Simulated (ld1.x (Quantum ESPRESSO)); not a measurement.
Plane-wave convergence, PAW potential for Rh (Z = 45)

| Property | Result |
| --- | --- |
| Element | Rh |
| Generator | ld1.x (Quantum ESPRESSO) 7.5 |
| Type | PAW |
| Functional | PBE |
| Relativity | scalar-relativistic |
| Frozen core | [Ar] 3d10 |
| Valence charge | 17 |
| Reference configuration | 4s2 4p6 4d9 5s0 5p0 |
| Partial waves | 4s (bound): rcut 1.30, rcutus 1.70 bohr; 5s (bound, empty): rcut 1.30, rcutus 1.70 bohr; 4p (bound): rcut 1.45, rcutus 1.65 bohr; 5p (bound, empty): rcut 1.45, rcutus 1.65 bohr; 4d (bound): rcut 1.75, rcutus 1.95 bohr; 4d channel at 0.35 Ry: rcut 1.75, rcutus 1.95 bohr |
| Local potential | all-electron potential smoothed inside 1.55 bohr (lloc = -2) |
| Core correction | Bessel-smoothed model core, default radius (core density twice the valence density) |
| Augmentation charge | PSQ, inside the norm-conserving radii |

The pseudo-atom Hamiltonian at the reference potential is diagonalised in spherical Bessel functions j_l(qr) that vanish at 20 bohr, with q² up to the cutoff. All-electron valence levels (Ry): 4s -5.8366, 5s -0.2470, 4p -3.4875, 5p -0.0303, 4d -0.2641.

Q: How do the lowest levels (Ry) of each channel move with the cutoff, and are there ghosts?

A:

| cutoff (Ry) | s #1 | s #2 | s #3 | p #1 | p #2 | p #3 | d #1 | f #1 | f #2 | Σ f·Δε (mRy) |
| --- | --- | --- | --- | --- | --- | --- | --- | --- | --- | --- |
| 8 | -5.6090 | -0.1911 | 0.0257 | -2.6888 | -0.0083 | 0.0769 | 0.0576 | 0.1119 | 0.2400 | 8143.4 |
| 15 | -5.8172 | -0.2223 | 0.0218 | -3.3771 | -0.0206 | 0.0688 | -0.1368 | 0.1119 | 0.2400 | 1847.6 |
| 25 | -5.8360 | -0.2408 | 0.0197 | -3.4811 | -0.0255 | 0.0662 | -0.2614 | 0.1119 | 0.2400 | 65.0 |
| 40 | -5.8365 | -0.2468 | 0.0191 | -3.4869 | -0.0294 | 0.0644 | -0.2639 | 0.1119 | 0.2400 | 6.4 |
| 55 | -5.8366 | -0.2469 | 0.0191 | -3.4875 | -0.0299 | 0.0641 | -0.2641 | 0.1119 | 0.2400 | 1.1 |
| 80 | -5.8366 | -0.2470 | 0.0191 | -3.4875 | -0.0300 | 0.0641 | -0.2641 | 0.1119 | 0.2400 | 0.3 |
| 400 | -5.8366 | -0.2470 | 0.0191 | -3.4876 | -0.0300 | 0.0641 | -0.2641 | 0.1119 | 0.2400 | 0.0 |

Result: no extra level below or beside the all-electron valence levels (s, p, d, f tested); 10 mRy is reached at 35 Ry and 1 mRy at 60 Ry.

Its largest configuration-test error is +412 meV.
